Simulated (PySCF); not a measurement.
A run for PySCF: U-B3LYP/LANL2DZ on ClGeH3 (SMILES [Cl][GeH3]), a point of a bond scan (R = 2.936 Å).

```python
from pyscf import gto, scf, dft, mp
from pyscf.data.elements import chemcore

mol = gto.M(
    atom='''
    Ge   -0.68437382    0.03163627    0.00355747
    Cl    2.24856390   -0.10394343   -0.01168834
    H    -1.06958507    1.46669244   -0.37372973
    H    -1.14315274   -0.32666519    1.42174700
    H    -1.18623477   -0.98290436   -1.03034895
    ''',
    basis='lanl2dz',
    ecp={'Cl': 'lanl2dz', 'Ge': 'lanl2dz'},
    charge=0, spin=0, verbose=3, max_memory=1800)
mf = dft.UKS(mol, xc='b3lyp')
mf.conv_tol = 1e-8
mf.max_cycle = 100
mf.init_guess_breaksym = True
mf.kernel()
if not mf.converged:
    mf = mf.newton().run(mf.mo_coeff, mf.mo_occ)
for _ in range(4):
    mo, _, stable, _ = mf.stability(return_status=True)
    if stable:
        break
    mf.kernel(mf.make_rdm1(mo, mf.mo_occ))
```

It printed:

```
converged SCF energy = -20.4869339245041  <S^2> = 3.342115e-09  2S+1 = 1
<class 'pyscf.dft.uks.UKS'> wavefunction is stable in the internal stability analysis
```

The calculation finished and met its thresholds.

Cost: roughly 15 core-seconds.
